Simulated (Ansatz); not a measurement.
```xyz
12

C    -1.1605    1.3710    0.9432
Si   -0.2497    0.5076   -0.4229
N     1.1735   -0.3645    0.0007
C     0.8435   -1.6842   -0.5096
S    -0.9264   -1.4425   -0.9874
H    -2.1396    1.7091    0.5913
H    -0.6049    2.2552    1.2711
H    -1.3036    0.7071    1.7973
H    -0.1064    1.4793   -1.5485
H     2.1414   -0.0906    0.0141
H     1.4194   -1.9737   -1.3935
H     0.9134   -2.4738    0.2442
```

The species carries charge 0 and has multiplicity 1.

Task: List the PBE/def2-TZVPP orbital energies in eV (Ansatz 0.2.0). (Estimate.)

Result: The calculation gave: Occupied: -2395.21, -1780.00, -380.18, -270.58, -268.56, -208.17, -154.33, -154.22, -154.08, -137.63, -94.43, -94.35, -94.31, -22.43, -18.00, -17.37, -15.34, -12.88, -11.48, -10.98, -10.28, -10.01, -9.53, -8.17, -7.87, -7.33, -5.76, -5.41. Lowest empty: -0.72, -0.63, 0.60, 0.72, 1.47, 1.77, 1.87, 2.00.
